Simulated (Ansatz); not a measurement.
GeH₄N (`[NH][GeH3]`) radical. The species carries charge 0 and has multiplicity 2.

Z-matrix (Å, degrees):
```
Ge
N 1 1.869
H 1 1.532 2 107.6
H 1 1.541 2 109.6 3 120.1
H 1 1.541 2 109.5 3 -120.0
H 2 1.026 1 107.9 3 -179.8
```

Problem. List the harmonic frequencies (cm⁻¹, unscaled) at PBE0-D4/def2-TZVP in Ansatz. (Estimate.)

Solution. The calculation gave: 109, 511, 567, 647, 837, 865, 877, 937, 2132, 2134, 2185, 3436.

Problem. Is this a minimum?

Solution. Yes, all 12 modes are real.

Problem. Give the ideal-gas thermochemistry at 298.15 K and 1 bar (rigid rotor, harmonic oscillator; point group Cs, symmetry number 1).

Solution. Zero-point energy 91.1 kJ/mol; H(298) − E = 104.9 kJ/mol; entropy 282.9 J/(mol·K), of which translation 165.1, rotation 89.3, vibration 22.7, electronic 5.8; G(298) − E = 20.6 kJ/mol.

Problem. And at 400, 500, 600, 800 and 1000 K?

Solution. 
```tsv
T (K)	H − E (kJ/mol)	S (J/mol/K)	G − E (kJ/mol)
400	112.1	303.3	-9.3
500	120.0	321.0	-40.5
600	128.7	336.8	-73.4
800	147.8	364.2	-143.6
1000	168.6	387.5	-218.8
```

Problem. Rotational constants (cm⁻¹)?

Solution. 2.316, 0.3385, 0.3324.
